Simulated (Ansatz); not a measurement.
Molecule: C$_{2}$H$_{5}$BCl, net charge 0, doublet state. It need not be the lowest isomer of its formula. 
Structure (B3LYP-D3(BJ)/def2-TZVP (Ansatz, a program for electronic structure) minimum search):
SMILES: [CH2]B(C)Cl
```xyz
9

B      0.0154    -0.3984    -0.1940
Cl     0.1174     1.2086     0.5786
C      1.3311    -1.0547    -0.5910
C     -1.4006    -1.0211    -0.4106
H      1.3676    -2.0300    -1.0658
H      2.2960    -0.5899    -0.4238
H     -1.9270    -1.1181     0.5442
H     -2.0211    -0.3589    -1.0226
H     -1.3716    -2.0019    -0.8876
```
Charge 0, spin multiplicity 2.

Basis-set convergence of Hartree-Fock and MP2 correlation energies (hartree) with Ansatz. Cores are frozen in the correlated levels unless marked. UHF or UKS for open shells. No spin-orbit coupling. Non-relativistic.

| basis | functions | E(HF) | E(corr, MP2) |
|---|---|---|---|
| aug-cc-pV(D+d)Z | 146 | -562.87475 | -0.50103 |
| aug-cc-pV(T+d)Z | 308 | … | … |

Task: Complete the blanks.

Result: 
- aug-cc-pV(T+d)Z, E(HF): -562.91263
- aug-cc-pV(T+d)Z, E(corr, MP2): -0.61548
